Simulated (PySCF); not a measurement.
Isomers of CH10N2OSi3.

All values: CAM-B3LYP/def2-SVPD (PySCF) at GFN2-xTB geometries, gas phase, one conformer each. Core orbitals are frozen in the response; Δα² is half the sum of the squared differences of the principal polarisabilities.

Question: Rank by HOMO energy, lowest first.
A. `[CH3:1][N:2]1[SiH2:3][SiH2:4][O:5][Si@@H:6]1[NH2:7]` with O5–Si6–N7–H 180° and 44°
B. `[CH3:1][NH:2][Si@@H:3]1[SiH2:4][O:5][Si@@H:6]1[NH2:7]` with C1–N2–Si3–Si4 -175°, O5–Si6–N7–H 67° and -69°
C. `[CH2:1]=[N:2][NH:3][SiH2:4][SiH2:5][O:6][SiH3:7]` with C1–N2–N3–Si4 -177°, N2–N3–Si4–Si5 -7°, N3–Si4–Si5–O6 -179°
D. `[NH2:1][Si@@H:2]1[NH:3][SiH2:4][CH2:5][O:6][SiH2:7]1` with H–N1–Si2–N3 169° and -53°, N1–Si2–N3–Si4 -128°, Si2–N3–Si4–C5 -17°, N3–Si4–C5–O6 55°, Si4–C5–O6–Si7 -67°
E. `[CH3:1][NH:2][Si@@H:3]1[SiH2:4][O:5][Si@H:6]1[NH2:7]` with C1–N2–Si3–Si4 -92°, O5–Si6–N7–H -38° and -174°

Answer: D (-8.45 eV), A (-8.20 eV), C (-7.99 eV), B (-7.77 eV), E (-7.57 eV).

Question: Rank by polarisability anisotropy Δα, lowest first.
A. `[CH3:1][Si@@H:2]1[NH:3][Si@H:4]([OH:5])[NH:6][SiH2:7]1` with N3–Si4–O5–H -56°, C1–Si2–N3–Si4 -140°, Si2–N3–Si4–O5 141°, N3–Si4–N6–Si7 -14°, Si4–N6–Si7–Si2 6°
B. `[CH2:1]=[N:2][NH:3][SiH2:4][SiH2:5][O:6][SiH3:7]` with C1–N2–N3–Si4 -177°, N2–N3–Si4–Si5 -7°, N3–Si4–Si5–O6 -179°
C. `[NH2:1][SiH2:2][SiH2:3][SiH2:4][C:5]([NH2:6])=[O:7]` with H–N1–Si2–Si3 43° and -178°, N1–Si2–Si3–Si4 4°, Si2–Si3–Si4–C5 -58°, Si3–Si4–C5–N6 -135°, Si4–C5–N6–H -179° and -2°
D. `[NH2:1][Si@H:2]1[CH2:3][O:4][SiH2:5][SiH2:6][NH:7]1` with H–N1–Si2–C3 -174° and 51°, N1–Si2–C3–O4 165°, Si2–C3–O4–Si5 -61°, C3–O4–Si5–Si6 44°, O4–Si5–Si6–N7 -19°
E. `[NH2:1][Si@@H:2]([CH:3]=[O:4])[N:5]([SiH3:6])[SiH3:7]` with H–N1–Si2–C3 174° and -50°, N1–Si2–C3–O4 136°, N1–Si2–N5–Si6 51°
F. `[CH3:1][NH:2][Si@@H:3]1[SiH2:4][O:5][Si@@H:6]1[NH2:7]` with C1–N2–Si3–Si4 -175°, O5–Si6–N7–H 67° and -69°

Answer: A (2.82 Å³), D (3.07 Å³), F (3.66 Å³), E (3.90 Å³), C (6.07 Å³), B (6.92 Å³).

Question: Rank by dipole moment, lowest first.
A. `[CH3:1][Si@@H:2]1[NH:3][Si@H:4]([OH:5])[NH:6][SiH2:7]1` with N3–Si4–O5–H -56°, C1–Si2–N3–Si4 -140°, Si2–N3–Si4–O5 141°, N3–Si4–N6–Si7 -14°, Si4–N6–Si7–Si2 6°
B. `[CH3:1][NH:2][Si@@H:3]1[SiH2:4][O:5][Si@H:6]1[NH2:7]` with C1–N2–Si3–Si4 -92°, O5–Si6–N7–H -38° and -174°
C. `[NH2:1][C:2](=[O:3])[SiH2:4][SiH2:5][NH:6][SiH3:7]` with H–N1–C2–O3 -1° and -179°, N1–C2–Si4–Si5 172°, C2–Si4–Si5–N6 -15°, Si4–Si5–N6–Si7 -173°
D. `[CH3:1][Si@@H:2]1[NH:3][Si@@H:4]([OH:5])[NH:6][SiH2:7]1` with N3–Si4–O5–H 58°, C1–Si2–N3–Si4 -119°, Si2–N3–Si4–O5 -132°, N3–Si4–N6–Si7 16°, Si4–N6–Si7–Si2 -14°
E. `[CH3:1][N:2]1[SiH2:3][SiH2:4][O:5][Si@@H:6]1[NH2:7]` with O5–Si6–N7–H 180° and 44°
F. `[NH2:1][SiH2:2][SiH2:3][SiH2:4][C:5]([NH2:6])=[O:7]` with H–N1–Si2–Si3 43° and -178°, N1–Si2–Si3–Si4 4°, Si2–Si3–Si4–C5 -58°, Si3–Si4–C5–N6 -135°, Si4–C5–N6–H -179° and -2°

Answer: D (1.09 D), E (1.48 D), A (1.64 D), B (2.10 D), F (3.21 D), C (3.69 D).

All values together:

```
                      SMILES  μ (D)  HOMO (eV)  LUMO (eV)  α (Å³)  Δα (Å³)
   CN[Si@@H]1[SiH2]O[Si@H]1N   2.10      -7.57       0.13   16.54     3.70
  CN[Si@@H]1[SiH2]O[Si@@H]1N   2.63      -7.77       0.17   16.43     3.66
 C[Si@@H]1N[Si@H](O)N[SiH2]1   1.64      -8.57       0.61   15.36     2.82
     C=NN[SiH2][SiH2]O[SiH3]   1.87      -7.99       0.35   16.86     6.92
   NC(=O)[SiH2][SiH2]N[SiH3]   3.69      -8.48       0.42   16.82     6.29
N[Si@@H](C=O)N([SiH3])[SiH3]   2.58      -8.53      -0.69   15.45     3.90
    N[Si@H]1CO[SiH2][SiH2]N1   2.34      -8.25       0.26   15.44     3.07
   N[Si@@H]1N[SiH2]CO[SiH2]1   2.21      -8.45       0.28   15.41     2.71
C[Si@@H]1N[Si@@H](O)N[SiH2]1   1.09      -8.56       0.63   15.35     2.81
   CN1[SiH2][SiH2]O[Si@@H]1N   1.48      -8.20       0.55   15.22     2.88
   N[SiH2][SiH2][SiH2]C(N)=O   3.21      -8.39       0.19   17.50     6.07
   N[SiH2]O[Si@@H]1CN[SiH2]1   1.09      -7.90       0.72   15.66     2.85
```

Conformers: `[CH3:1][NH:2][Si@@H:3]1[SiH2:4][O:5][Si@H:6]1[NH2:7]` with C1–N2–Si3–Si4 -92°, O5–Si6–N7–H -38° and -174°; `[CH3:1][NH:2][Si@@H:3]1[SiH2:4][O:5][Si@@H:6]1[NH2:7]` with C1–N2–Si3–Si4 -175°, O5–Si6–N7–H 67° and -69°; `[CH3:1][Si@@H:2]1[NH:3][Si@H:4]([OH:5])[NH:6][SiH2:7]1` with N3–Si4–O5–H -56°, C1–Si2–N3–Si4 -140°, Si2–N3–Si4–O5 141°, N3–Si4–N6–Si7 -14°, Si4–N6–Si7–Si2 6°; `[CH2:1]=[N:2][NH:3][SiH2:4][SiH2:5][O:6][SiH3:7]` with C1–N2–N3–Si4 -177°, N2–N3–Si4–Si5 -7°, N3–Si4–Si5–O6 -179°; `[NH2:1][C:2](=[O:3])[SiH2:4][SiH2:5][NH:6][SiH3:7]` with H–N1–C2–O3 -1° and -179°, N1–C2–Si4–Si5 172°, C2–Si4–Si5–N6 -15°, Si4–Si5–N6–Si7 -173°; `[NH2:1][Si@@H:2]([CH:3]=[O:4])[N:5]([SiH3:6])[SiH3:7]` with H–N1–Si2–C3 174° and -50°, N1–Si2–C3–O4 136°, N1–Si2–N5–Si6 51°; `[NH2:1][Si@H:2]1[CH2:3][O:4][SiH2:5][SiH2:6][NH:7]1` with H–N1–Si2–C3 -174° and 51°, N1–Si2–C3–O4 165°, Si2–C3–O4–Si5 -61°, C3–O4–Si5–Si6 44°, O4–Si5–Si6–N7 -19°; `[NH2:1][Si@@H:2]1[NH:3][SiH2:4][CH2:5][O:6][SiH2:7]1` with H–N1–Si2–N3 169° and -53°, N1–Si2–N3–Si4 -128°, Si2–N3–Si4–C5 -17°, N3–Si4–C5–O6 55°, Si4–C5–O6–Si7 -67°; `[CH3:1][Si@@H:2]1[NH:3][Si@@H:4]([OH:5])[NH:6][SiH2:7]1` with N3–Si4–O5–H 58°, C1–Si2–N3–Si4 -119°, Si2–N3–Si4–O5 -132°, N3–Si4–N6–Si7 16°, Si4–N6–Si7–Si2 -14°; `[CH3:1][N:2]1[SiH2:3][SiH2:4][O:5][Si@@H:6]1[NH2:7]` with O5–Si6–N7–H 180° and 44°; `[NH2:1][SiH2:2][SiH2:3][SiH2:4][C:5]([NH2:6])=[O:7]` with H–N1–Si2–Si3 43° and -178°, N1–Si2–Si3–Si4 4°, Si2–Si3–Si4–C5 -58°, Si3–Si4–C5–N6 -135°, Si4–C5–N6–H -179° and -2°; `[NH2:1][SiH2:2][O:3][Si@@H:4]1[CH2:5][NH:6][SiH2:7]1` with H–N1–Si2–O3 -179° and 43°, N1–Si2–O3–Si4 68°, Si2–O3–Si4–C5 108°.
